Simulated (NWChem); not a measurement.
System: C4H3Br; SMILES C#C/C=C\Br

Input file for NWChem:

```
start job
memory heap 200 mb stack 900 mb global 1100 mb
geometry units angstroms noautosym nocenter noautoz
  C      1.152336    -2.670386     0.000000
  C      0.124417    -2.024649     0.000000
  C     -1.097881    -1.306737     0.000000
  C     -1.237948     0.028565     0.000000
  Br     0.181717     1.238405     0.000000
  H      2.068661    -3.231811     0.000000
  H     -2.022298    -1.896463     0.000000
  H     -2.220805     0.502768     0.000000
end
basis spherical
  C library def2-svp
  Br library def2-svp
  H library def2-svp
end
dft
  xc pbe0
  iterations 150
end
cosmo
  do_cosmo_smd true
  solvent etoac
end
task dft energy
```

Output (shortened):

```
             Northwest Computational Chemistry Package (NWChem) 7.3.0
             --------------------------------------------------------

                             Geometry "geometry" -> ""
                             -------------------------

 Output coordinates in angstroms (scale by  1.889725989 to convert to a.u.)

  No.       Tag          Charge          X              Y              Z
 ---- ---------------- ---------- -------------- -------------- --------------
    1 C                    6.0000     1.15233600    -2.67038600     0.00000000
    2 C                    6.0000     0.12441700    -2.02464900     0.00000000
    3 C                    6.0000    -1.09788100    -1.30673700     0.00000000
    4 C                    6.0000    -1.23794800     0.02856500     0.00000000
    5 Br                  35.0000     0.18171700     1.23840500     0.00000000
    6 H                    1.0000     2.06866100    -3.23181100     0.00000000
    7 H                    1.0000    -2.02229800    -1.89646300     0.00000000
    8 H                    1.0000    -2.22080500     0.50276800     0.00000000

 Effective nuclear repulsion energy (a.u.)     259.0250972356

                                 NWChem DFT Module
                                 -----------------

 Summary of "ao basis" -> "ao basis" (spherical)
 ------------------------------------------------------------------------------
       Tag                 Description            Shells   Functions and Types
 ---------------- ------------------------------  ------  ---------------------
 C                          def2-svp                 6       14   3s2p1d
 Br                         def2-svp                12       32   5s4p3d
 H                          def2-svp                 3        5   2s1p

 in cosmo_initialize ...
 calling solv_data for solv:etoac

 solvent parameters
 solvname_short: etoac
 solvname_long:  ethyl acetate
 dielec:        5.9867
 dielecinf:     1.8832
 nonaqueous SMD model solvent descriptors
 dielec:        5.9867
 sola:          0.0000
 solb:          0.4500
 solc:          0.0000
 solg:         33.6700
 solh:          0.0000
 soln:          1.3723

          ---------------
          -cosmo- solvent
          ---------------
 Cosmo: York-Karplus, doi: 10.1021/jp992097l
 dielectric constant -eps-     =   5.99
 screen = (eps-1)/(eps    )    =   0.83296
 surface charge correction     = lagrangian

   van der Waals surface
 --------------------------

 ---------- ATOMIC COORDINATES (A.U.) ------------ VDWR(ANG.) --
     1    2.17759929   -5.04629782    0.00000000     1.850
     2    0.23511404   -3.82603183    0.00000000     1.850
     3   -2.07469426   -2.46937487    0.00000000     1.850
     4   -2.33938251    0.05398002    0.00000000     1.850
     5    0.34339534    2.34024611    0.00000000     3.060
     6    3.90920245   -6.10723724    0.00000000     1.200
     7   -3.82158909   -3.58379542    0.00000000     1.200
     8   -4.19671292    0.95009376    0.00000000     1.200
 number of segments per atom =        128
 number of   points per atom =        128
 atom (   nspa,  nppa )
 ----------------------
    1 (     76,     0 )       0
    2 (     40,     0 )       0
    3 (     44,     0 )       0
    4 (     18,     0 )       0
    5 (    108,     0 )       0
    6 (     54,     0 )       0
    7 (     56,     0 )       0
    8 (     36,     0 )       0
 number of -cosmo- surface points =      432
 molecular surface =    159.710 angstrom**2
 molecular volume  =    162.234 angstrom**3
 -lineq- algorithm             =   0
 -bem- low  level              =   3
 -bem- from -octahedral-
 gaussian surface charge width =   4.50000
 degree of switching           =   1.00000
 switching function tolerance  =   0.00010
 atomic radii =
 --------------
    1  6.000  1.850
    2  6.000  1.850
    3  6.000  1.850
    4  6.000  1.850
    5 35.000  3.060
    6  1.000  1.200
    7  1.000  1.200
    8  1.000  1.200
 ...... end of -cosmo- initialization ......

 nat:                     8
 ixmem:                  3618
 calling mnsol_interface()
 G(SMD-CDS) energy (kcal/mol)  =    -1.050
 SMD-CDS SASA (angstrom**2)    =   145.410

            General Information
            -------------------
          SCF calculation type: DFT
          Wavefunction type:  closed shell.
          No. of atoms     :     8
          No. of electrons :    62
           Alpha electrons :    31
            Beta electrons :    31
          Charge           :     0
          Spin multiplicity:     1
          Use of symmetry is: off; symmetry adaption is: off
          Maximum number of iterations: 150
          AO basis - number of functions:   103
                     number of shells:    45
          Convergence on energy requested:  1.00D-06
          Convergence on density requested:  1.00D-05
          Convergence on gradient requested:  5.00D-04

              XC Information
              --------------
                         PBE0 Method XC Functional
                     Hartree-Fock (Exact) Exchange  0.250
          PerdewBurkeErnzerhof Exchange Functional  0.750
            Perdew 1991 LDA Correlation Functional  1.000 local
           PerdewBurkeErnz. Correlation Functional  1.000 non-local

             Grid Information
             ----------------
          Grid used for XC integration:  medium
          Radial quadrature: Mura-Knowles
          Angular quadrature: Lebedev.
          Tag              B.-S. Rad. Rad. Pts. Rad. Cut. Ang. Pts.
          ---              ---------- --------- --------- ---------
          C                   0.70       49          12.0       434
          Br                  1.15      112          12.0       590
          H                   0.35       45          13.0       434
          Grid pruning is: on
          Number of quadrature shells:   443
          Spatial weights used:  Erf1

      Superposition of Atomic Density Guess
      -------------------------------------

 Sum of atomic energies:       -2724.08288767

      Non-variational initial energy
      ------------------------------

 Total energy =   -2726.564825
 1-e energy   =   -4300.070273
 2-e energy   =    1314.480351
 HOMO         =      -0.267032
 LUMO         =      -0.027009

   convergence    iter        energy       DeltaE   RMS-Dens  Diis-err
 ---------------- ----- ----------------- --------- --------- ---------
     COSMO gas phase
 d= 0,ls=0.0,diis     1  -2727.3148947976 -2.99D+03  1.02D-02  4.86D-01
 d= 0,ls=0.0,diis     2  -2727.2931838857  2.17D-02  7.47D-03  6.06D-01
 d= 0,ls=0.0,diis     3  -2727.3619476779 -6.88D-02  2.44D-03  9.66D-02
 d= 0,ls=0.0,diis     4  -2727.3737782012 -1.18D-02  8.44D-04  1.64D-02
 d= 0,ls=0.0,diis     5  -2727.3756794763 -1.90D-03  2.87D-04  1.49D-03
  Resetting Diis
 d= 0,ls=0.0,diis     6  -2727.3758426435 -1.63D-04  1.16D-04  1.90D-04
 d= 0,ls=0.0,diis     7  -2727.3758687430 -2.61D-05  3.21D-05  2.69D-06
 d= 0,ls=0.0,diis     8  -2727.3758684654  2.78D-07  1.79D-05  5.04D-06
 d= 0,ls=0.0,diis     9  -2727.3758690899 -6.25D-07  3.36D-06  2.21D-07

   convergence    iter        energy       DeltaE   RMS-Dens  Diis-err
 ---------------- ----- ----------------- --------- --------- ---------
     COSMO solvation phase
 d= 0,ls=0.0,diis     1  -2727.3831309575 -7.26D-03  1.96D-03  2.35D-03
 d= 0,ls=0.0,diis     2  -2727.3837585673 -6.28D-04  3.55D-04  7.21D-04
 d= 0,ls=0.0,diis     3  -2727.3838321191 -7.36D-05  1.43D-04  2.74D-04
 d= 0,ls=0.0,diis     4  -2727.3838606655 -2.85D-05  5.71D-05  5.58D-05
 d= 0,ls=0.0,diis     5  -2727.3838674910 -6.83D-06  1.55D-05  3.54D-06
 d= 0,ls=0.0,diis     6  -2727.3838678482 -3.57D-07  6.41D-06  6.52D-07

         Total DFT energy =    -2727.383867848180
      One electron energy =    -4303.783928763723
           Coulomb energy =     1430.654935804425
    Exchange-Corr. energy =     -113.534676753431
 Nuclear repulsion energy =      259.025097235568

             COSMO energy =        0.254704628981

 Numeric. integr. density =       62.000003131356

                                COSMO-SMD solvation results
                                ---------------------------

             internal energy in gas <Psi(g)|H|Psi(g)> =     -2727.375869089874
         internal energy in solvent <Psi(s)|H|Psi(s)> =     -2727.375023618241
                               delta internal energy  =         0.000845471633 (    0.53 kcal/mol)
   total free energy in solvent <Psi(s)|H+V/2|Psi(s)> =     -2727.382195276384
 polarization energy contribution <Psi(s)|V/2|Psi(s)> =        -0.007171658143 (   -4.50 kcal/mol)
    total free energy in solvent including G(SMD-CDS) =     -2727.383867848180
                       G(SMD-CDS) energy contribution =        -0.001672571796 (   -1.05 kcal/mol)
     1 M fixed-concentration free energy of solvation =        -0.007998758307 (   -5.02 kcal/mol)

                       DFT Final Molecular Orbital Analysis
                       ------------------------------------

 Vector   29  Occ=2.000000D+00  E=-3.102302D-01
              MO Center=  1.6D-01,  8.4D-02,  1.3D-09, r^2= 4.2D+00
   Bfn.  Coefficient  Atom+Function         Bfn.  Coefficient  Atom+Function
  ----- ------------  ---------------      ----- ------------  ---------------
    72      0.388413  5 Br py                69      0.336842  5 Br py
    71     -0.302560  5 Br px                68     -0.273888  5 Br px
    66     -0.222590  5 Br py                 5     -0.183418  1 C  py
    19     -0.182610  2 C  py                65      0.180559  5 Br px
    22     -0.144941  2 C  py                 8     -0.129751  1 C  py

 Vector   30  Occ=2.000000D+00  E=-3.000495D-01
              MO Center=  4.2D-01, -1.2D+00,  4.5D-10, r^2= 4.4D+00
   Bfn.  Coefficient  Atom+Function         Bfn.  Coefficient  Atom+Function
  ----- ------------  ---------------      ----- ------------  ---------------
     5      0.311003  1 C  py                19      0.285849  2 C  py
    71     -0.264475  5 Br px                68     -0.236847  5 Br px
    72      0.222005  5 Br py                69      0.209808  5 Br py
    18      0.197634  2 C  px                 4      0.182525  1 C  px
     8      0.180610  1 C  py                22      0.159293  2 C  py

 Vector   31  Occ=2.000000D+00  E=-2.576436D-01
              MO Center= -1.4D-01, -7.3D-01, -6.0D-09, r^2= 4.4D+00
   Bfn.  Coefficient  Atom+Function         Bfn.  Coefficient  Atom+Function
  ----- ------------  ---------------      ----- ------------  ---------------
    73      0.362608  5 Br pz                 6      0.295082  1 C  pz
    48     -0.293799  4 C  pz                70      0.290014  5 Br pz
    34     -0.282354  3 C  pz                37     -0.212872  3 C  pz
    51     -0.205946  4 C  pz                 9      0.200906  1 C  pz
    67     -0.191042  5 Br pz                20      0.185472  2 C  pz

 Vector   32  Occ=0.000000D+00  E=-4.490080D-02
              MO Center= -4.5D-01, -1.0D+00,  4.5D-10, r^2= 4.0D+00
   Bfn.  Coefficient  Atom+Function         Bfn.  Coefficient  Atom+Function
  ----- ------------  ---------------      ----- ------------  ---------------
    51      0.520725  4 C  pz                48      0.409563  4 C  pz
    37     -0.401897  3 C  pz                 9      0.366234  1 C  pz
    34     -0.314740  3 C  pz                 6      0.297802  1 C  pz
    73     -0.218246  5 Br pz                23     -0.201643  2 C  pz
    20     -0.160618  2 C  pz                70     -0.117882  5 Br pz

 Vector   33  Occ=0.000000D+00  E= 2.130267D-02
              MO Center= -1.4D-01,  1.1D-02, -1.1D-09, r^2= 4.7D+00
   Bfn.  Coefficient  Atom+Function         Bfn.  Coefficient  Atom+Function
  ----- ------------  ---------------      ----- ------------  ---------------
    45      1.122154  4 C  s                 71      0.657801  5 Br px
    61     -0.549970  5 Br s                 72      0.523941  5 Br py
   100     -0.438533  8 H  s                 22     -0.356582  2 C  py
    50      0.350301  4 C  py                44      0.346793  4 C  s
    49      0.337710  4 C  px                 8      0.287540  1 C  py

 Vector   34  Occ=0.000000D+00  E= 3.803188D-02
              MO Center= -1.3D-01, -1.4D+00, -8.8D-10, r^2= 5.2D+00
   Bfn.  Coefficient  Atom+Function         Bfn.  Coefficient  Atom+Function
  ----- ------------  ---------------      ----- ------------  ---------------
    95      0.650872  7 H  s                  8     -0.446888  1 C  py
    22      0.409487  2 C  py                49      0.383262  4 C  px
    72      0.379018  5 Br py                71      0.367740  5 Br px
    61     -0.280518  5 Br s                 19      0.276043  2 C  py
     7     -0.271610  1 C  px                 5     -0.260382  1 C  py

     Multipole analysis of the density
     ---------------------------------

     L   x y z        total         alpha         beta         nuclear
     -   - - -        -----         -----         ----         -------
     0   0 0 0     -0.000000    -31.000000    -31.000000     62.000000

     1   1 0 0     -0.446052      1.826196      1.826196     -4.098443
     1   0 1 0     -0.283921     -2.862625     -2.862625      5.441328
     1   0 0 1      0.000000      0.000000      0.000000      0.000000

     2   2 0 0    -24.409645    -81.740684    -81.740684    139.071723
     2   1 1 0     -1.550007     12.918781     12.918781    -27.387570
     2   1 0 1      0.000000      0.000000      0.000000      0.000000
     2   0 2 0    -28.639275   -274.298205   -274.298205    519.957134
     2   0 1 1      0.000000      0.000000      0.000000      0.000000
     2   0 0 2    -32.591183    -16.295592    -16.295592      0.000000
```

Level: PBE0/def2-SVP, SMD on the gas-phase geometry. Geometry: optimised at PBE0/def2-SVP. Solvent: ethyl acetate.
